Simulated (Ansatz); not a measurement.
Coupled-cluster diagnostics for CrO₃, Ansatz.

Geometry of the singlet (PBE0-D4/def2-TZVP):

```xyz
4

Cr    0.092   -0.237   -0.044
O    -0.407    0.204   -1.458
O     1.347    0.526    0.490
O    -1.033   -0.492    1.011
```

Correlated methods freeze 8 core orbitals; core or outer-core shells of Cr are correlated, in sets that lack core-valence functions.

**Question.** Estimate the CCSD(T) correlation energy, the shares of MP2 and (T), T1 and the reference's ⟨S²⟩ for: charge 0, singlet, own geometry in def2-TZVPP; charge 1, doublet, vertical in def2-TZVPP; and the rough time on 2 threads of Arm Neoverse V2 on a shared host.

**Answer.** 
| state | basis | correlation (eV) | MP2 share (%) | (T) share (%) | T1 | ⟨S²⟩ (pure) | wall time | remarks |
| --- | --- | --- | --- | --- | --- | --- | --- | --- |
| charge 0, singlet, own geometry | def2-TZVPP | -41.413 | 108.6 | 8.2 | 0.044 | 0.00 (0.00) | 45 s | restricted SCF unstable |
| charge 1, doublet, vertical | def2-TZVPP | -35.457 | 87.5 | 7.5 | 0.106 | 2.72 (0.75) | 1.9 min | flagged by the program, large T1, spin-contaminated |
Customary marks for T1 are 0.02 (closed shells), 0.045 (open shells) and about 0.05 (3d metals). T1 exceeds 0.02 in 2 of 2 rows and 0.045 in 1; the higher it lies, the less the single-reference result can be trusted.
